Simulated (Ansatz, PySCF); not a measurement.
Process, species as SMILES: C1CC2=C1CC2 → [CH]1CC2=C1CC2 + H atom (the C-H bond at the site shown breaks; other sites are not compared here)
Each molecule is optimised on its own at B3LYP-D3(BJ)/def2-TZVP (Ansatz, a first-principles code), one conformer each, not searched for the lowest. Frequencies are from Ansatz or PySCF. Markedly spin-contaminated UHF reference, which strains HF, MP2 and, less, CCSD(T): [CH]1CC2=C1CC2.
Geometry of the first species:
SMILES: C1CC2=C1CC2
```xyz
14

C      1.5931    -0.6391    -0.1154
C      1.4364     0.9221     0.2153
C     -0.0643     0.6399     0.1356
C      0.0643    -0.6399    -0.1356
C     -1.4364    -0.9221    -0.2153
C     -1.5931     0.6391     0.1154
H      2.0950    -0.8500    -1.0619
H      2.0723    -1.2202     0.6750
H      1.8503     1.5867    -0.5457
H      1.8276     1.2165     1.1911
H     -1.8276    -1.2165    -1.1911
H     -1.8503    -1.5867     0.5457
H     -2.0723     1.2202    -0.6750
H     -2.0950     0.8500     1.0619
```
Charge 0, spin multiplicity 1.

Property: bond dissociation energy (enthalpy at 298 K, with B3LYP-D3(BJ) rigid-rotor harmonic-oscillator terms), in eV. Cores are frozen in the correlated levels unless marked. Open shells are spin-unrestricted. Spin-orbit coupling is left out. No relativistic terms. Basis-set limits of correlation are two-point, X^-3; Hartree-Fock from the larger set.

CCSD(T)/CBS(cc-pVTZ,cc-pVQZ) (Ansatz) gives 4.04 eV.

Q: Another calculation gave 3.70 eV. Which level was it?
A. PBE-QIDH/def2-TZVPD (Ansatz)
B. B97M-V/def2-TZVPD (Ansatz)
C. r2SCAN/def2-TZVPD (Ansatz)
D. SVWN5/def2-TZVPD (Ansatz)

A: C, r2SCAN/def2-TZVPD (Ansatz). The others give 3.82 (B97M-V), 3.94 (PBE-QIDH), 4.22 (SVWN5) eV.
